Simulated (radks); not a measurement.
Values are calculated unless marked as measured or tabulated.
The vanadium ion V+ inside a hard spherical wall (all orbitals vanish at R), configuration held at [Ar] 3d4 and not refilled when levels cross. Code: a radial shooting solver on a logarithmic mesh with Libxc functionals. Model: scalar-relativistic Kohn-Sham, PBE, spin-polarised, spherical densities, point nucleus; open shells are filled with parallel spins first. Eigenvalues in eV for spin up, with the zero of energy where the potential of the charges vanishes at infinity; a dash marks a level that is unbound or too diffuse for the functional's potential to be trusted. A positive occupied level is held by the wall or, in an anion where self-interaction has pushed it up, behind a barrier. The pressure on the wall is -dE/dV.

R (bohr)  E (hartree)  kinetic (hartree)    e(2p)    e(3s)    e(3p)  e(4s, empty)   e(3d)  e(4p, empty)  pressure (GPa)
free       -948.85212            957.650  -505.09  -74.075  -48.089        -9.953  -9.862        -6.140               0
20         -948.85212            957.650  -505.09  -74.075  -48.089        -9.953  -9.862        -6.140        < 0.0001
15         -948.85212            957.650  -505.09  -74.075  -48.089        -9.953  -9.862        -6.140        < 0.0001
8          -948.85183            957.653  -505.06  -74.042  -48.056        -9.902  -9.833        -5.922          0.0154
6          -948.84714            957.685  -504.71  -73.730  -47.754        -9.352  -9.549        -4.725           0.453
4          -948.76934            958.040  -501.84  -71.378  -45.494        -3.717  -7.168         3.496            17.7
3.5        -948.67628            958.421  -499.59  -69.672  -43.846         1.625  -5.227        10.331            52.7
3          -948.44792            959.381  -495.43  -66.722  -40.930        12.491  -1.590        23.347             188
2.5        -947.78035            962.261  -486.65  -60.858  -34.864        36.624   6.058        50.342             858
